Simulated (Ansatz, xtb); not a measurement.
**Redistribution: C2H6 + CH2BrI → CH3I + C2H5Br**

Species: C2H6 (ethane) `CC`, singlet; CH2BrI (bromoiodomethane) `BrCI`, singlet; CH3I (methyl iodide) `CI`, singlet; C2H5Br (bromoethane) `CCBr`, singlet. The partners trade CH3 for I; both sit on C, so the bond types are kept.

Shapes, held fixed at every level: PBE0-D4/def2-TZVP. Programs: Ansatz 0.2.0, xtb 6.7.1. The zero-point and thermal change to 298 K, harmonic and unscaled (PBE0-D4/def2-TZVP), is +0.4 kJ/mol.

```csv
level,kind,ΔH(298 K) (kJ/mol),less CCSD(T)/def2-TZVPP,CPU time (sum over the molecules)
GFN0-xTB,semi-empirical,-5.9,+17.8,0.17 s
SPW92/def2-TZVPP,LDA,-20.8,+2.9,7 s
B3LYP-D4/def2-TZVPP,global hybrid,-21.7,+2.0,21 s
BHLYP-D4/def2-TZVPP,global hybrid,-24.3,-0.6,17 s
PBE0-D4/def2-TZVPP,global hybrid,-22.8,+0.9,15 s
wB97M-V/def2-TZVPP,range-separated hybrid,-24.0,-0.3,56 s
MP2/def2-SVP,perturbation theory,-21.2,+2.5,–
MP2/def2-TZVPP,perturbation theory,-21.0,+2.7,–
CCSD(T)/def2-TZVPP,coupled cluster or CI,-23.7,0.0,2.3 min
```

The highest level, CCSD(T)/def2-TZVPP, gives ΔH(298 K) = -23.7 kJ/mol; the levels span -24.3 to -5.9. The column of differences is taken from that level and isn't an error. No measured value is set beside it here. For atoms past krypton def2 sets carry core potentials with scalar relativity. Relativity is left out for Br unless named. Correlated rows may include outer-core shells of Br, I, which these sets cover unevenly. Times are processor times on shared x86 and Arm servers, and rough.
